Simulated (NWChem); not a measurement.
# GaHSeF2; SMILES [F][Ga]([F])[SeH]

```xyz
5

Ga     0.0149     0.7683     0.0015
F     -1.4235     1.7810    -0.0041
F      1.5463     1.6382     0.0029
Se    -0.0921    -1.5379     0.0066
H      1.3937    -1.5830     0.0102
```
Atoms are numbered in this order, from 1.

Level: PBE-D3(BJ)/def2-SVP (NWChem), optimised geometry, unscaled harmonic frequencies. This build's default masses of Se (78.918 u) and Br (79.917 u) are each other's, which moves their modes by up to 0.6 %.

| frequency (cm⁻¹) | IR intensity (km/mol) |
|---|---|
| 105 | 5.1 |
| 156 | 20.2 |
| 175 | 22.4 |
| 228 | 6.7 |
| 294 | 18.6 |
| 620 | 0.9 |
| 671 | 69.9 |
| 714 | 60.1 |
| 2363 | 2.5 |

* **zero-point energy**: 7.6 kcal/mol
* **thermal correction to the enthalpy at 298.15 K (with zero-point energy)**: 12.0 kcal/mol
* **heat capacity Cv**: 17.8 cal/(mol K)
* **entropy at 298.15 K and 1 atm (symmetry number 1)**: 82.1 cal/(mol K)
* **dipole moment**: 2.38 D

Rigid rotor and harmonic oscillator.
